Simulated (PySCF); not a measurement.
A structure optimised at B3LYP-D3(BJ)/def2-SVP, used in a PySCF frequency run:

```xyz
6

Sn    -0.3062    -0.3058     0.0000
O      0.7808    -1.9538     0.0000
Cl     0.2729     0.9838    -1.8830
Cl     0.2729     0.9838     1.8830
H     -1.9479    -0.7537     0.0000
H      1.7325    -1.7733     0.0000
```

Problem. Write its SMILES, formula and point group.

Solution. [OH][SnH]([Cl])[Cl], Cl2H2OSn, Cs

Problem. What are its rotational constants (standard atomic weights)?

Solution. 2.8482, 1.7787, 1.2760 GHz
